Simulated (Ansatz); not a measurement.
`C[O][InH]`• → `[CH3][In][OH]`•  (isomerisation)

Computed with Ansatz on PBE0-D4/def2-TZVP structures; ΔE is electronic, products minus reactants. CCSD(T)/CBS adds triple-zeta CCSD(T) − MP2 to the extrapolated MP2 energy (def2 sets, frozen cores). DFT in def2-TZVPP. No spin–orbit coupling; open shells (•) take unrestricted orbitals. Elements past krypton have def2 core potentials. For In outer-core shells are correlated without core-valence functions, which leaves a few kJ/mol of doubt a bond. Each species was taken in one conformer, which may not be the lowest.

`C[O][InH]`•:

```xyz
7

C     0.000    0.901    0.094
O     1.065   -0.009    0.107
In    0.768   -1.976   -0.129
H    -0.044    1.452    1.043
H    -0.986    0.432   -0.054
H     0.134    1.635   -0.711
H    -0.936   -2.434   -0.350
```

`[CH3][In][OH]`•:

```xyz
7

C    -0.874   -0.614   -0.681
In    0.706   -0.467    0.847
O     1.410    1.414    0.973
H    -1.784   -1.003   -0.225
H    -0.540   -1.281   -1.476
H    -1.024    0.398   -1.057
H     2.105    1.553    1.620
```

CCSD(T)/CBS gives -104.2 kJ/mol.

Question: Another level gave -91.0 kJ/mol. Which?
A. ωB97X-V/def2-TZVPP
B. revPBE/def2-TZVPP
C. PBE0-D4/def2-TZVPP
D. MP2/def2-TZVPP

Answer: A. ωB97X-V -91.0, PBE0-D4 -95.1, revPBE -99.1, MP2/def2-TZVPP -108.1 kJ/mol.

Largest T1 diagnostic among the species: 0.020.

From BLYP to BHLYP (50 % exact exchange), in def2-TZVPP and without D4, ΔE moves by +6.9 kJ/mol. Leaving LDA and LC-ωPBE aside and taking each functional with its dispersion term where it has one, the values, not all of them listed here, spread over 11.8 kJ/mol, from B2PLYP to B97M-V. LDA lies +6.6 kJ/mol from PBE without D4.
